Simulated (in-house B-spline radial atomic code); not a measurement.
**Ionising Sn IV (Sn3+) with different functionals**

Computed with an all-electron radial atomic-structure program (B-spline basis): scalar-relativistic (spin-free X2C) Hamiltonian, Fermi nucleus of rms radius 4.6519 fm, spin-polarised at highest spin, spherical fractional occupations for the functionals, and exact exchange of hybrids averaged over the configuration. The ionisation energy is the difference of two self-consistent energies, [Kr] 4d10 5s1 → [Kr] 4d10, without Breit or QED terms; ε is the level of the shell that loses the electron (its least bound occupied spin orbital). There is no spin-orbit coupling in this Hamiltonian.

```tsv
method	rung	ΔSCF (eV)	-ε(5s) (eV)
PBE0	global hybrid	41.00	37.40
B3LYP	global hybrid	41.44	37.45
TPSSh	global hybrid	40.83	36.62
BHandHLYP	global hybrid	40.88	38.38
r2SCAN0	global hybrid	40.76	37.61
B97-1	global hybrid	40.81	36.95
HSE06	range-separated hybrid	41.05	37.06
wB97X	range-separated hybrid	40.42	39.50
CAM-B3LYP	range-separated hybrid	41.36	39.01
LC-wPBE	range-separated hybrid	40.87	40.13
```

(1) Among the functionals, which spreads more, the ΔSCF values or the orbital energies?

(2) How do they compare with the NIST value?

## Answers

(1) The orbital energies: ΔSCF values span about 1.02 eV and the orbital energies 3.51 eV.

(2) NIST lists 40.74 eV ± 0.04 (measured, ground level to ground level). Errors run from -0.32 to +0.70 eV; r2SCAN0 is closest (+0.02 eV), but part of that can be cancellation, since the calculations leave out Breit-QED terms.
